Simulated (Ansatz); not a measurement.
C2H6Cr⁺, that is CrMe2 with one electron fewer. Charge 1, multiplicity 4. Geometry PBE-D4/def2-TZVP, that of the neutral quintet.

```xyz
9

Cr    0.569   -0.864   -0.312
C    -1.444   -0.871   -0.217
H    -1.799   -0.694    0.810
H    -1.773   -1.878   -0.542
H    -1.881   -0.119   -0.893
C     1.443    0.873    0.219
H     1.122    1.700   -0.433
H     2.535    0.726    0.101
H     1.229    1.127    1.268
```

LC-ωPBE has ω = 0.4 bohr⁻¹. At PBE-D4/def2-TZVP, B97M-V/def2-TZVP, PBE0-D4/def2-TZVP, LC-ωPBE/def2-TZVP and others the charge 1 quartet is spin-contaminated (final ⟨S²⟩ up to 4.12, 3.75 for a pure state).

(1) Estimate the α-spin orbital energies around the gap (eV) in Ansatz with PBE-D4/def2-TZVP, B97M-V/def2-TZVP, PBE0-D4/def2-TZVP, LC-ωPBE/def2-TZVP, ωB97M-V/def2-TZVP.

## Answers

(1) 
```json
{"orbital": "HOMO−9", "PBE-D4/def2-TZVP": "-21.62", "B97M-V/def2-TZVP": "-22.66", "PBE0-D4/def2-TZVP": "-23.75", "LC-ωPBE/def2-TZVP": "-27.08", "ωB97M-V/def2-TZVP": "-26.43"}
{"orbital": "HOMO−8", "PBE-D4/def2-TZVP": "-15.03", "B97M-V/def2-TZVP": "-15.42", "PBE0-D4/def2-TZVP": "-16.54", "LC-ωPBE/def2-TZVP": "-19.55", "ωB97M-V/def2-TZVP": "-18.99"}
{"orbital": "HOMO−7", "PBE-D4/def2-TZVP": "-14.87", "B97M-V/def2-TZVP": "-15.30", "PBE0-D4/def2-TZVP": "-16.49", "LC-ωPBE/def2-TZVP": "-19.47", "ωB97M-V/def2-TZVP": "-18.96"}
{"orbital": "HOMO−6", "PBE-D4/def2-TZVP": "-14.86", "B97M-V/def2-TZVP": "-15.26", "PBE0-D4/def2-TZVP": "-16.39", "LC-ωPBE/def2-TZVP": "-19.39", "ωB97M-V/def2-TZVP": "-18.82"}
{"orbital": "HOMO−5", "PBE-D4/def2-TZVP": "-14.66", "B97M-V/def2-TZVP": "-15.03", "PBE0-D4/def2-TZVP": "-16.09", "LC-ωPBE/def2-TZVP": "-19.02", "ωB97M-V/def2-TZVP": "-18.45"}
{"orbital": "HOMO−4", "PBE-D4/def2-TZVP": "-12.84", "B97M-V/def2-TZVP": "-13.08", "PBE0-D4/def2-TZVP": "-14.22", "LC-ωPBE/def2-TZVP": "-16.90", "ωB97M-V/def2-TZVP": "-16.67"}
{"orbital": "HOMO−3", "PBE-D4/def2-TZVP": "-12.75", "B97M-V/def2-TZVP": "-12.99", "PBE0-D4/def2-TZVP": "-14.17", "LC-ωPBE/def2-TZVP": "-16.83", "ωB97M-V/def2-TZVP": "-16.64"}
{"orbital": "HOMO−2", "PBE-D4/def2-TZVP": "-11.80", "B97M-V/def2-TZVP": "-12.75", "PBE0-D4/def2-TZVP": "-14.02", "LC-ωPBE/def2-TZVP": "-16.76", "ωB97M-V/def2-TZVP": "-16.53"}
{"orbital": "HOMO−1", "PBE-D4/def2-TZVP": "-11.58", "B97M-V/def2-TZVP": "-12.27", "PBE0-D4/def2-TZVP": "-13.98", "LC-ωPBE/def2-TZVP": "-16.75", "ωB97M-V/def2-TZVP": "-16.52"}
{"orbital": "HOMO", "PBE-D4/def2-TZVP": "-11.54", "B97M-V/def2-TZVP": "-12.17", "PBE0-D4/def2-TZVP": "-13.65", "LC-ωPBE/def2-TZVP": "-16.26", "ωB97M-V/def2-TZVP": "-15.95"}
{"orbital": "LUMO", "PBE-D4/def2-TZVP": "-10.93", "B97M-V/def2-TZVP": "-10.98", "PBE0-D4/def2-TZVP": "-9.67", "LC-ωPBE/def2-TZVP": "-7.12", "ωB97M-V/def2-TZVP": "-7.33"}
{"orbital": "LUMO+1", "PBE-D4/def2-TZVP": "-8.88", "B97M-V/def2-TZVP": "-8.95", "PBE0-D4/def2-TZVP": "-8.03", "LC-ωPBE/def2-TZVP": "-5.75", "ωB97M-V/def2-TZVP": "-6.01"}
{"orbital": "LUMO+2", "PBE-D4/def2-TZVP": "-7.07", "B97M-V/def2-TZVP": "-7.21", "PBE0-D4/def2-TZVP": "-6.21", "LC-ωPBE/def2-TZVP": "-4.16", "ωB97M-V/def2-TZVP": "-4.58"}
{"orbital": "LUMO+3", "PBE-D4/def2-TZVP": "-5.13", "B97M-V/def2-TZVP": "-5.15", "PBE0-D4/def2-TZVP": "-4.27", "LC-ωPBE/def2-TZVP": "-2.04", "ωB97M-V/def2-TZVP": "-2.57"}
{"orbital": "LUMO+4", "PBE-D4/def2-TZVP": "-3.74", "B97M-V/def2-TZVP": "-3.62", "PBE0-D4/def2-TZVP": "-2.96", "LC-ωPBE/def2-TZVP": "-1.13", "ωB97M-V/def2-TZVP": "-1.75"}
{"orbital": "LUMO+5", "PBE-D4/def2-TZVP": "-3.38", "B97M-V/def2-TZVP": "-3.29", "PBE0-D4/def2-TZVP": "-2.66", "LC-ωPBE/def2-TZVP": "-0.93", "ωB97M-V/def2-TZVP": "-1.58"}
{"orbital": "β HOMO", "PBE-D4/def2-TZVP": "-12.15", "B97M-V/def2-TZVP": "-12.29", "PBE0-D4/def2-TZVP": "-13.38", "LC-ωPBE/def2-TZVP": "-16.27", "ωB97M-V/def2-TZVP": "-15.56"}
{"orbital": "β LUMO", "PBE-D4/def2-TZVP": "-9.18", "B97M-V/def2-TZVP": "-8.56", "PBE0-D4/def2-TZVP": "-7.49", "LC-ωPBE/def2-TZVP": "-5.14", "ωB97M-V/def2-TZVP": "-5.94"}
```
